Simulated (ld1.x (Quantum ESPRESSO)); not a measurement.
Configuration tests for Fe (TM)

iron, norm-conserving Troullier–Martins (Kleinman–Bylander form), made with ld1.x (Quantum ESPRESSO) 7.5 (PBEsol, scalar-relativistic). Core [Ne] 3s2, reference 3p6 3d6 4s0.5 4p0 (charge +1.5). Waves: 4s (bound): rc 2.00 bohr; 3p (bound): rc 0.95 bohr; 3d (bound): rc 0.80 bohr. Local part: all-electron potential smoothed inside 1.00 bohr (lloc = -1). Core correction: none.

Energies are relative to the spin-unpolarised reference configuration 3p6 3d6 4s0.5 4p0; without spin polarisation the order of configurations can differ from experiment.

**Question.** Give the all-electron excitation energy and the error of the potential for: 3p6 3d6 4s2 4p0; 3p6 3d6 4s1 4p0; 3p6 3d6 4s0 4p0; 3p6 3d4 4s0 4p0; 3p6 3d6 4s1 4p1; 3p5 3d6 4s2 4p0; 3p6 3d6 4s0 4p2.

**Answer.**

```
valence configuration  charge  ΔE all-electron (eV)  error AE − PS (meV)
      3p6 3d6 4s2 4p0       0               -15.844                 -7.4
      3p6 3d6 4s1 4p0      +1                -7.099                 -0.9
      3p6 3d6 4s0 4p0      +2                 9.016                 -2.9
      3p6 3d4 4s0 4p0      +4                96.253                 +9.2
      3p6 3d6 4s1 4p1       0               -11.710                 +5.6
      3p5 3d6 4s2 4p0      +1                51.719                 -201
      3p6 3d6 4s0 4p2       0                -7.355                  +12
```

Levels in the configuration 3p6 3d6 4s0 4p2:

```csv
level,all-electron (eV),pseudo (eV)
3p,-63.185,-63.137
3d,-10.656,-10.611
4p,-2.766,-2.768
```

These tests converged, but a pseudo level misses the all-electron one widely, so the file describes the atom poorly there or has found another state: 3p6 3d4 4s0 4p0: empty 4s by 5.7 eV (a node warning on the way). ld1.x printed “convergence not achieved” for 4 of the counted tests; their residual had stalled under 1e-8, short of the target of 1e-14.

Note: ghost state, extra bound levels that the all-electron valence spectrum of the same l lacks: s at -170.4 eV. A true bound ghost makes a file unfit for plane-wave use.
